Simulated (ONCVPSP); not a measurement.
# Fe, ONCV: configuration errors across variants

ONCVPSP 4.0.1 input, shortened (lines: element, Z, core and valence counts, functional; n l f; lmax; l rc ep ncon nbas qcut; lloc lpopt rc5 dvloc0; l nproj debl; icmod fcfact rcfact), PBEsol, scalar-relativistic:

```
  Fe 26.00    3    4  -116133      upf
    1    0    2.00
    2    0    2.00
    2    1    6.00
    3    0    2.00
    3    1    6.00
    3    2    6.00
    4    0    2.00
    2
    0    1.10    0.00    4    8    9.10
    1    1.40    0.00    4    9    8.90
    2    1.15    0.00    4    9   11.20
    4    5    0.80    0.00
    0    2    1.70
    1    2    1.00
    2    1    3.70
    3    1.75    1.50
```

In the p channel the program set the typed energies aside and used -2.202, 0.250 Ha.

All-electron excitation energies from the reference (eV): (1) 3s2 3p6 3d6 4s1 8.745; (2) 3s2 3p6 3d6 4s0 24.862; (3) 3s2 3p6 3d5 4s0 59.049; (4) 3s2 3p6 3d4 4s0 112.099.

Errors AE − PS in meV (a dash: test not solved or not reliable):

| change | (1) | (2) | (3) | (4) | bound ghosts | GHOST(+) flags above zero |
| --- | --- | --- | --- | --- | --- | --- |
| base | -0.1 | +1.0 | -8.1 | +37 | none | none |
| d: qcut 7.2 | +0.2 | +2.8 | -9.6 | +113 | none | none |
| d: qcut 9 | 0.0 | +1.9 | -9.0 | +70 | none | none |
| d: qcut 13 | -0.2 | +0.6 | -7.5 | +22 | none | none |
| d: qcut 14.8 | -0.3 | +0.4 | -7.0 | +13 | none | none |
| d: qcut 16.3 | -0.3 | +0.2 | -6.7 | +7.5 | none | none |

(1) Give the same row for: d: qcut 10.6.

Answers

(1) -0.1, +1.2, -8.3, +44; bound ghosts: none; GHOST(+) flags above zero: none.
